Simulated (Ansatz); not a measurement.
pentafluorosilicate (F₅Si), SMILES F[Si-](F)(F)(F)F, charge -1.

Geometry optimised at TPSSh-D3(BJ)/def2-SVPD.

Two levels are set side by side: PBE/def2-SVPD (Ansatz, a first-principles code) and PBE0/def2-SVPD (Ansatz). Energy differences of separate SCF runs at the same geometry; the states with an electron removed or added have multiplicity 2. Differences are taken from unrounded values.

```tsv
quantity	PBE0
vertical ionisation energy (eV)	7.80
vertical singlet–triplet gap (eV)	8.81
```

**Question.** What does PBE give, and how far is it from PBE0? (Estimate from the structure and the level; the computed values follow.)

**Answer.** 
| quantity | PBE | PBE minus PBE0 |
|---|---|---|
| vertical ionisation energy (eV) | 6.75 | -1.05 |
| vertical singlet–triplet gap (eV) | 7.55 | -1.26 |
